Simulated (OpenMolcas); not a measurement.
# Fe2+: ligand-field states by method

Fe2+ with its 6 nearest fluoride ions at 2.111 Å, on the Cd site of idealised cubic KCdF3 (a = 4.302 Å, distance in the model lattice 2.151 Å). The rest of the host is ab initio model potentials to 7.6 Å, with orthogonalisation functions on the cations behind the ligands, and point charges beyond; the distance is set by hand and nothing relaxes. Ligand basis ANO-RCC-VDZP.
```
Fe    0.0000    0.0000    0.0000
F     2.1110    0.0000    0.0000
F     0.0000    2.1110    0.0000
F    -2.1110    0.0000    0.0000
F     0.0000   -2.1110    0.0000
F     0.0000    0.0000    2.1110
F     0.0000    0.0000   -2.1110
```

```json
{"Program": "OpenMolcas", "Basis": "ANO-RCC-VTZP [6s5p3d2f1g]", "Scalar Hamiltonian": "DKH2, point nucleus", "Active space": "6 electrons in 5 orbitals (3d)", "State averaging": "2S+1 = 5 even, 5 roots; 2S+1 = 3 even, 45 roots; 2S+1 = 1 even, 50 roots", "Spin-orbit coupling": "RASSI with atomic mean-field integrals over the reference wave functions"}
```

I. CASSCF
II. SS-CASPT2, IPEA 0.25 Eh, imaginary shift 0.1 Eh (closed shells correlated: 3s 3p and the ligand valence shells)

Spin-free states (labels of O, the rotations of Oh) in cm-1, each column counted from its own energy of the first state listed:

| State | Degeneracy | I | II |
| --- | --- | --- | --- |
| 5T2 | 3 | 0 | 0 |
| 5E | 2 | 7044 | 8600 |
| 3T1 | 3 | 18086 | 15130 |
| 3T2 | 3 | 20901 | 17070 |
| 3T1 | 3 | 23231 | 20520 |
| 1A1 | 1 | 23415 | 19310 |
| 3E | 2 | 25787 | 22880 |
| 3T2 | 3 | 26033 | 21750 |
| 3T1 | 3 | 26654 | 22760 |
| 1T1 | 3 | 28114 | 24060 |
| 3A2 | 1 | 30159 | 26400 |
| 3T2 | 3 | 30230 | 26230 |
| 3T1 | 3 | 30768 | 28670 |
| 3E | 2 | 31863 | 29110 |
| 1T2 | 3 | 32525 | 28020 |
| 3A1 | 1 | 34386 | 31540 |
| 1E | 2 | 34731 | 30410 |
| 1A1 | 1 | 35671 | 30360 |
| 3T1 | 3 | 36599 | 35600 |
| 1T2 | 3 | 37262 | 32720 |

From I to II, I's first state of the same spin (5E) moves from 7044 to 8600 cm-1, by about +1600 cm-1.

From I to II, I's first state of another spin (3T1) moves from 18086 to 15130 cm-1, by about -3000 cm-1.

χT at 300 K: I 4.11, II 4.08 cm3 K/mol.

Roots that are degenerate in the reference are averaged as groups; the widest CASPT2 spread within a group is 230 cm-1 (the 3-fold group of multiplicity 1 near 33200 cm-1 above the lowest state of its run, II). Shifts and gaps below about the spread of the groups concerned are not significant. Over all roots computed the reference weight is 0.72 to 0.74 in II; a low but even weight reflects the number of correlated electrons. An orbital triplet at a regular site is open to Jahn-Teller coupling, which can distort the site and quench the lowest spin-orbit gaps and is left out. Ligand-to-metal charge-transfer states are missing. Without dynamic correlation the repulsion within the d shell is too large (B by tens of per cent), so at a given field states of lower spin stand too high (holds for I). With no ligand orbital active B as a rule stays too high, so bands that hang on it stand too high and its fall with covalency is understated (holds for I). With metal d orbitals alone and no dynamic correlation 10Dq can be off by a tenth to a fifth, either way, in oxide and fluoride hosts (holds for I). A single d shell leaves out the double-shell effect, which counts most for late 3d ions, where the CASPT2 field can be off either way by tens of per cent (holds for II). These CASPT2 states fit no ligand-field parameters well, so their order and spin gaps are uncertain (holds for II). For late 3d ions with one d shell CASPT2 can put B and the spin-flip bands somewhat low as well as high (holds for II). With one d shell and no ligand orbital active, 10Dq can be off by tens of per cent for divalent 3d ions, low with halides held by bare charges and at times high in hosts (holds for II). Free-ion shares, where given, are those of the reference states; single-state CASPT2 does not remix them (holds for II). No measured value stands beside these numbers; the geometry was set by hand and not optimised.
